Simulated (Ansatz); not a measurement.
A trace of molecular dynamics of C2H8O3Si (14 atoms, charge 0, multiplicity 1).

Theory: RKS CAM-B3LYP-D4/6-31G (Ansatz 0.2.0).

```json
{"ensemble": "NVE (velocity Verlet)", "starting velocities drawn for": "300 K", "seed": "635630"}
```

```tsv
time (fs)	T (K)	potential energy less start (eV)	conserved less start (meV/atom)
0	300	0.000	0.00
10	260	0.065	0.18
20	194	0.170	0.35
30	172	0.204	0.36
40	206	0.152	0.44
50	214	0.140	0.48
60	185	0.182	0.32
70	150	0.237	0.32
80	178	0.192	0.17
90	195	0.165	0.09
100	241	0.094	0.18
110	228	0.116	0.25
120	216	0.136	0.44
130	206	0.153	0.52
140	201	0.158	0.30
150	251	0.076	0.04
160	247	0.082	-0.01
170	266	0.052	-0.08
180	197	0.161	0.16
190	161	0.222	0.40
200	159	0.225	0.44
210	166	0.216	0.55
220	220	0.130	0.43
230	184	0.184	0.27
240	208	0.145	0.18
250	178	0.192	0.16
```

Task: Can this run be trusted? Judge the integration.

Result: The conserved energy stayed within 0.67 meV per atom of its start (net change 0.16 meV per atom), so the integration is sound. A run of 0.25 ps of so small a system gives no equilibrium averages. Limits of this set-up: no polarisation functions. The time step was 1 fs.

Run time: 14 min on 2 threads of Arm Neoverse V1 (shared host), peak memory 0.2 GiB.
